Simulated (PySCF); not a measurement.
HF. Atoms are numbered in the order given.

```xyz
2

F      0.0000     0.0000    -0.0921
H      0.0000     0.0000     0.8289
```

The structure is a stationary point at PBE0-D3(BJ)/def2-TZVPD.

Method: PySCF with KT2/pcSseg-2.

GIAO shieldings, no solvent; atoms alike by connectivity are averaged. δ = σ(ref) − σ: ¹⁹F against CFCl3 (σ = 125.1 ppm); ¹H against TMS (σ = 31.47 ppm), references at their B3LYP-D3(BJ)/def2-TZVP geometries, non-relativistic.

Problem. Estimate the chemical shifts. (The exact figures need the calculation; the answer reports its results.)

Solution. 
| nucleus | atoms | count | δ (ppm) |
|---|---|---|---|
| ¹⁹F | F1 | 1 | -281.2 |
| ¹H | H2 | 1 | 1.72 |
